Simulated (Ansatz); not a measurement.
Mulliken charges of CH3ClInO (`C[O][In][Cl]`) radical from r2SCAN/def2-TZVPP in Ansatz (PBE0-D4/def2-TZVP geometry).

```
atom   x (Å)   y (Å)   z (Å)  charge (e)
  C1   0.091   1.144   0.187       0.038
  O2  -0.344  -0.082  -0.327      -0.468
 In3   0.368  -1.901   0.163       0.661
 Cl4  -0.700  -3.673  -0.971      -0.388
  H5  -0.501   1.932  -0.292       0.061
  H6  -0.060   1.231   1.270       0.048
  H7   1.147   1.348  -0.030       0.048
```

Problem. By hand: the dipole of these point charges (1 e Å = 4.8032 D).

Solution. Σ q r = (0.701, 0.492, 0.686) e Å, of length 1.097 e Å = 5.27 D.

Problem. How does the dipole of the full density compare? (An estimate is asked.)

Solution. Computed: (0.425, 0.414, 0.427) e Å, 3.51 D; the point charges give 1.50 times that, at 8° from its direction.

Point charges leave out the atoms' own dipoles, such as those of lone pairs, and Mulliken's split depends on the basis, so the two needn't agree.
